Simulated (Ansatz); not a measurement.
Cost and result up the ladder for the cluster Nb₃Si₃ (6 atoms). Charge 0, multiplicity 2. Geometry: PBE-D4/def2-SVP.

```xyz
6

Nb   -0.2398   -0.9091    1.1537
Nb   -1.6517   -0.4414   -0.7715
Nb    0.3119   -1.8951   -1.1464
Si   -0.7742    1.5932    0.3585
Si    1.3795    1.2393    1.3054
Si    0.9743    0.4130   -0.8997
```

Ansatz on 4 threads of Arm Neoverse V2 on a shared host. Times are rough, and most runs start from the orbitals of an earlier one. B3LYP-D4/def2-TZVP serves as the yardstick here, not as an exact answer. Binding counts from free atoms at the same level (Nb sextet, Si triplet; other spins of the atoms weren't run), without zero-point energy or a counterpoise term.

In the def2 sets Nb takes a core potential; there is no spin–orbit coupling. B3LYP takes the VWN-RPA correlation. No other spin state of charge 0 was run. Another isomer (doublet) lies 0.59 eV lower at PBE0-D4/def2-TZVP; other spin states weren't run for this one.

Run but left out: CCSD(T)/def2-SVP (⟨S²⟩ 4.26, where a pure state has 0.75).

| level | functions | wall time | binding energy per atom (eV) | difference from B3LYP-D4/def2-TZVP (eV) | remarks |
| --- | --- | --- | --- | --- | --- |
| PBE-D4/def2-TZVP (with forces) | 231 | 12 s | 4.02 | 0.54 | – |
| B3LYP-D4/def2-TZVP | 231 | 26 s | 3.47 | 0.00 | – |
| PBE0-D4/def2-TZVP | 231 | 53 s | 3.51 | 0.04 | spin-contaminated (⟨S²⟩ 0.85) |
| r2SCAN-D4/def2-TZVP | 231 | 75 s | 3.60 | 0.12 | spin-contaminated (⟨S²⟩ 0.85) |
| ωB97X-V/def2-TZVP | 231 | 3 min | 3.39 | -0.08 | spin-contaminated (⟨S²⟩ 0.90) |
